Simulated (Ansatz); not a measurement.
Job for Ansatz (a quantum-chemistry and plane-wave program): R-wB97X-V/def2-TZVPP on CH4F2OSi (SMILES O[SiH2]C(F)F).

Ansatz 0.2 input:
```yaml
crystal:
  periodic: [false, false, false]
  atoms:
    - {symbol: O, position_ang: [1.57923018, 0.98784545, -0.33972109]}
    - {symbol: Si, position_ang: [0.74935107, -0.40202738, -0.04521023]}
    - {symbol: C, position_ang: [-1.13513543, -0.04513451, -0.09841090]}
    - {symbol: F, position_ang: [-1.84012824, -1.17683285, 0.24855682]}
    - {symbol: F, position_ang: [-1.43239899, 0.92840843, 0.84086224]}
    - {symbol: H, position_ang: [1.49640454, 1.71291910, 0.28548923]}
    - {symbol: H, position_ang: [1.02582644, -0.97183975, 1.29135963]}
    - {symbol: H, position_ang: [1.09246656, -1.33983855, -1.12929417]}
    - {symbol: H, position_ang: [-1.53561612, 0.30650006, -1.05363154]}
basis:
  gaussian:
    orbitals: def2-TZVPP
hamiltonian:
  xc: {name: wB97X-V}
scf: {lower_state_search: off}
```

Predict the final total energy.

-604.9496 hartree.

How many basis functions does it have, and what does it roughly cost on one machine?

222 functions; very roughly 8 core-seconds.
